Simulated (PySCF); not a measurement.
## Dipole response of Co⁺ (cobalt, charge +1)

[Ar] 3d8, high-spin 3F determinant. Computed with PySCF 2.14 in def2-TZVPPD (6s6p4d2f1g, 67 functions), with the non-relativistic Hamiltonian (point nucleus). Coupled (time-dependent) response in atomic units; α is the mean over directions.

```csv
method,mean α (bohr³),C₆ (like pair),S(−4)
UHF,5.112,12.22,34.72
PBE,7.916,18.06,116.0
PBE0,7.287,16.57,101.5
revPBE,8.011,18.25,121.1
```

S(−4) is the Cauchy moment in α(ω) = α(0) + S(−4) ω² + …

α(iu) at revPBE:

```csv
u (hartree),α(iu) (bohr³)
0,8.011
0.0500,7.723
0.100,7.000
0.200,5.278
0.300,3.982
0.500,2.623
0.750,1.921
1.00,1.584
1.50,1.231
2.00,1.015
3.00,0.7186
5.00,0.3914
```

For an ion, C₆ is the dispersion term alone; charge-induced terms of lower order in 1/R come first.
